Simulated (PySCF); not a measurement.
Highest occupied level (eV) of eight silicon and germanium compounds: PBE beside PBE0, computed with PySCF for isolated molecules in the bases named; differences from unrounded values. The eight are the first of their class met in an unordered collection, after screening for sound electronic states; none was chosen by its value. Each molecule has one DFT geometry for both levels.

| molecule | basis | PBE0 | PBE | difference |
|---|---|---|---|---|
| C3H8O2Si, SMILES C(/C)=C\O[SiH2]O | def2-TZVP | -6.51 | [?] | [?] |
| C2H9ClOSi2, SMILES CO[Si@H](Cl)[SiH2]C | def2-TZVP | -7.89 | -6.68 | 1.21 |
| C3H9NSi2, SMILES C#C[C@H](N)[SiH2][SiH3] | def2-TZVP | -6.70 | -5.45 | 1.25 |
| CH6F2Si3, SMILES F[Si@@H]1C[Si@H](F)[SiH2]1 | def2-TZVP | -7.51 | -6.43 | 1.08 |
| SiHClBr₂, SMILES [SiH](Cl)(Br)Br | def2-TZVP | -8.73 | [?] | [?] |
| CH7O2PSi, SMILES C[Si](O)(O)P | def2-TZVP | -7.31 | -6.17 | 1.14 |
| Se(Br)(OSiH3) (BrH₃OSeSi), SMILES Br[Se]O[SiH3] | def2-TZVP | -6.76 | [?] | [?] |
| Se(SH)(GeH3) (GeH₄SSe), SMILES S[Se][GeH3] | def2-TZVPD | -7.08 | -5.95 | 1.13 |

Some entries are withheld; supply them. (An estimate is asked for; the answer gives what the named calculation found.)


- SiHClBr₂, SMILES [SiH](Cl)(Br)Br, PBE: -7.43
- SiHClBr₂, SMILES [SiH](Cl)(Br)Br, difference: 1.29
- C3H8O2Si, SMILES C(/C)=C\O[SiH2]O, PBE: -5.37
- C3H8O2Si, SMILES C(/C)=C\O[SiH2]O, difference: 1.15
- Se(Br)(OSiH3) (BrH₃OSeSi), SMILES Br[Se]O[SiH3], PBE: -5.51
- Se(Br)(OSiH3) (BrH₃OSeSi), SMILES Br[Se]O[SiH3], difference: 1.24

PBE lies below PBE0 in 0 and above it in 8 of the eight; the mean signed difference is 1.19 and the largest 1.29 eV.
